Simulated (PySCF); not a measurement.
# Calculated NMR parameters of C#C[Si@@H]1CC[C@@H]1C(F)(F)F

| Property | Result |
| --- | --- |
| Formula | C6H7F3Si |
| SMILES | C#C[Si@@H]1CC[C@@H]1C(F)(F)F |
| InChI | InChI=1S/C6H7F3Si/c1-2-10-4-3-5(10)6(7,8)9/h1,5,10H,3-4H2/t5-,10-/m1/s1 |
| Point group of the computed structure | C1 |
| Degrees of unsaturation | 3 |
| Carbon signals | 6 |
| Proton signals | 7 |

Atoms are numbered as in `[CH:1]#[C:2][Si@@H:3]1[CH2:4][CH2:5][C@@H:6]1[C:7]([F:8])([F:9])[F:10]`. Hydrogens are named by the atom that carries them. Ha(C4), Ha(C5) are cis to C2 on the ring; Hb(C4), Hb(C5) are trans to C2 on the ring.

Relativity neglected, rapidly exchanging positions averaged, no solvent model, single conformer. GFN2-xTB geometry; GIAO PBE0/pcSseg-1 shieldings; PySCF 2.14.0 with density-fitted response routines.

Referencing at the same level of theory: TMS for ¹H (σref 31.72), ¹³C (σref 186.93), ²⁹Si (σref 349.16); ¹⁹F (σref 170.95) vs CFCl3.

```tsv
carbon	δC, type	δH (multiplicity)	HMBC from (2–3 bonds)	span of the C tensor (ppm)
C1	109.6, CH	2.33 (d)	H(Si3)	243
C2	86.0, C	–	H(Si3), H(C6), H(C1), Ha(C4), Hb(C4)	284
C4	15.6, CH2	Ha(C4) 2.00 (m); Hb(C4) 1.57 (m)	H(Si3), Ha(C5), H(C6), Hb(C5)	43
C5	21.0, CH2	Hb(C5) 2.32 (m); Ha(C5) 2.46 (m)	H(Si3), H(C6), Ha(C4), Hb(C4)	29
C6	37.4, CH	2.41 (m)	H(Si3), Ha(C5), Hb(C5), Ha(C4), Hb(C4)	29
C7	138.9, C	–	H(Si3), Ha(C5), H(C6), Hb(C5)	19
```

Other nuclei:
```csv
atoms,nucleus,environment,δ (ppm),σ (ppm)
H(Si3),¹H,"hydrogen on a silicon bonded to 3 C, in a 4-membered ring",5.16,26.56
F8/F9/F10,¹⁹F,fluorine of a CF3 group,-77.9,248.9
Si3,²⁹Si,"silicon bonded to 3 C, H, in a 4-membered ring",-37.8,386.9
```

1. Carbon types of the structure: 2 × C, 2 × CH, 2 × CH2, leaving 1 H on heteroatoms.
2. δC 138.9: CF3 carbon; 3 electronegative neighbours deshield it.
3. δC 109.6: terminal alkyne carbon.
4. δC 86.0: alkyne carbon; sp carbons lie upfield of alkene carbons because the cylindrical π system leaves one tensor component strongly shielded.
5. δC 21.0: sp3 CH2 in a ring; a saturated carbon with 2 carbon neighbours and no heteroatom attached.
6. δH 2.33: hydrogen on a terminal alkyne carbon; it lies on the axis of the triple bond, in its shielding cone.

Splittings by ¹⁹F in the carbon and heteronuclear signals aren't shown, as no couplings were computed. Shifts are as computed. Against solution values, carbons near 30 ppm lie about +3 ppm off and those near 130 ppm about +5 ppm. Of 1211 compounds with measured shifts, 218 miss one by over three times the rms of a fit or turn the order of signals round; such compounds aren't used in these exercises. Unscaled 19F shifts against computed CFCl3 carry errors that often reach 10 to 50 ppm. No couplings were computed; multiplicities are counted from neighbouring protons, with m where these are inequivalent, close in shift, in a saturated or five-membered ring or joined by F or P, and br s for small geminal =CH2 splittings.
